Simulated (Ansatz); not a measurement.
`CC(S)[SiH2]F` + H₂ → `CCS` + `F[SiH3]` at 700 K and 1 bar (hydrogenolysis of a C–Si bond).

Program: Ansatz. Geometries: PBE0-D4/def2-TZVP. ΔE: electronic, gas phase. CBS: MP2 limit from def2 TZ/QZ plus the TZ coupled-cluster correction, frozen cores. This one scheme is used for every species. One conformer a species, not always the lowest.

```
       species  CCSD(T)/CBS energy (Eh)  H − E (kJ/mol)  S (J/(mol·K))
`CC(S)[SiH2]F`               -867.03381           309.2          484.3
            H₂                 -1.17544            46.8          155.3
         `CCS`               -477.49091           251.7          366.5
     `F[SiH3]`               -390.72345           108.4          291.4
```

H − E and S are ideal-gas, rigid-rotor, harmonic terms from PBE0-D4/def2-TZVP, for one conformer and one mirror image of each species. For small species the MP2-based limit differs from directly extrapolated CCSD(T) by up to some mEh (0.8 for H₂); such offsets cancel only in part. 1 Eh = 2625.50 kJ/mol, R = 8.31446 J/(mol·K).

**Question.** By hand: ΔE, ΔH, ΔS and ΔG.

**Answer.** ΔE = (-477.49091) + (-390.72345) − (-867.03381) − (-1.17544) = -0.00511 Eh = -13.4 kJ/mol. Δ(H − E) = 251.7 + 108.4 − 309.2 − 46.8 = 4.1, so ΔH = -9.3 kJ/mol. ΔS = 366.5 + 291.4 − 484.3 − 155.3 = 18.3 J/(mol·K). ΔG = -9.3 − 700 × (18.3)/1000 = -22.1 kJ/mol.

**Question.** By hand: the equilibrium constant, and the temperature at which ΔG would vanish if ΔH and ΔS stayed fixed.

**Answer.** log₁₀ K = −ΔG/(RT ln 10) = 1.6. ΔH and −TΔS have one sign here, so there is no such temperature.

TΔS isn't small against ΔH here. A doubt of 5 kJ/mol in ΔE shifts log₁₀ K by 0.4 here. Other conformers and mirror images would add mixing entropy, several J/(mol·K) or more a flexible species. These are equilibria of isolated gas molecules and say nothing of rates. Largest T1 diagnostic: 0.011 (customary marks: 0.02 for closed shells, 0.045 for open ones).
